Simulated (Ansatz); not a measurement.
Two isomers of CH4ClNOSi: A = `NC(=O)[SiH2]Cl`, B = `O[Si]1(Cl)CN1`.

Calculated with Ansatz (gas phase, PBE0-D4/def2-TZVP geometries, no zero-point term in ΔE). CBS: MP2 limit from def2 TZ/QZ plus the TZ coupled-cluster correction, frozen cores. DFT in def2-TZVPP. B3LYP here is the variant with VWN-RPA as its local correlation; programs differ in this. Each species was taken in one conformer, which may not be the lowest.

(1) Which isomer does CCSD(T)/CBS put lower? Give the gap. (Estimate.)

(2) Give E(B) − E(A) in kJ/mol with PBE-D4, r2SCAN-D4, MP2/def2-TZVPP, CCSD(T)/def2-TZVPP, B3LYP, ωB97M-V, B3LYP-D4. (Estimate.)

Largest T1 diagnostic: 0.015.

Answers

(1) Ansatz gave: B, by 57.5 kJ/mol.

(2) The calculation gave: PBE-D4 -28.5, r2SCAN-D4 -43.3, MP2/def2-TZVPP -63.1, CCSD(T)/def2-TZVPP -51.7, B3LYP -29.8, ωB97M-V -51.5, B3LYP-D4 -31.3. None reverses the order clearly.

From PBE to PBE0 (25 % exact exchange), in def2-TZVPP and without D4, E(B) − E(A) moves by −15.6 kJ/mol. In def2-TZVPP, CCSD(T) changes the Hartree–Fock value by −20.0 kJ/mol (the triples alone add +3.0 kJ/mol) and MP2 by −31.4 kJ/mol.
